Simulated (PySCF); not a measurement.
TiIH3, SMILES [TiH3][I], multiplicity 1.

Geometry optimised at PBE0-D3(BJ)/def2-TZVP. The multiplicity is an assumed one; no other spin state was optimised. The structure was generated by enumeration; whether it is a known compound was not checked. The def2 effective core potentials stand for the cores of I; spin–orbit coupling is left out.

Method: B3LYP/def2-TZVPD in PySCF.

Symmetry labels are those of the subgroup Cs that the program uses (full group C3v).

Problem. List the valence orbital energies around the gap with their symmetry. (The exact figures need the calculation; the answer reports its results.)

Solution. 
| orbital | symmetry | energy (eV) |
|---|---|---|
| HOMO−7 | A' | -41.91 |
| HOMO−6 | A' | -19.18 |
| HOMO−5 | A' | -9.59 |
| HOMO−4 | A' | -8.87 |
| HOMO−3 | A" | -8.81 |
| HOMO−2 | A' | -8.81 |
| HOMO−1 | A' | -8.16 |
| HOMO | A" | -8.16 |
| LUMO | A' | -3.43 |
| LUMO+1 | A" | -3.43 |
| LUMO+2 | A' | -3.13 |
| LUMO+3 | A" | -2.55 |
